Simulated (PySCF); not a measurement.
# Computed vibrations of [ReO2F2]−

[ReO2F2]− (singlet). PySCF 2.14.0, RKS PBE, Re def2-SVP with ECP60, O def2-SVP, F def2-SVP; non-relativistic Hamiltonian with scalar-relativistic core potentials where named; density fitting; no spin-orbit coupling. Central differences of gradients.

```xyz
5

Re    0.0626    0.0626    0.0000
O     1.7828   -0.1174    0.0000
O    -0.1174    1.7828    0.0000
F    -1.8741   -0.1443    0.0000
F    -0.1443   -1.8741    0.0000
```

Run from Python with OMP_NUM_THREADS=2. Where DIIS fails, smearing, a level shift and second-order steps follow.
It took 27 s on 2 threads of Intel(R) Xeon(R) 6975P-C (Granite Rapids), with other jobs on the host.

(1) What are the harmonic wavenumbers and infrared intensities?

(2) Is this a minimum?

## Answers

(1) Modes are labelled in C2v; negative numbers are unstable modes, those under 60 cm⁻¹ near the noise; a finer grid moves soft modes by up to 10 cm⁻¹.
| cm⁻¹ | km/mol | symmetry |
| --- | --- | --- |
| -112 | – | a2 |
| 118 | 1.9 | b1 |
| 242 | 16.9 | b2 |
| 293 | 6.7 | a1 |
| 383 | 0.4 | a1 |
| 554 | 64.1 | b2 |
| 604 | 114.5 | a1 |
| 937 | 182.7 | b2 |
| 970 | 84.3 | a1 |

(2) No: 1 unstable; the lowest moves the atoms so:
```
Re   0.00  0.00  0.00
O    0.00  0.00  0.52
O    0.00  0.00 -0.52
F    0.00  0.00  0.48
F    0.00  0.00 -0.48
```
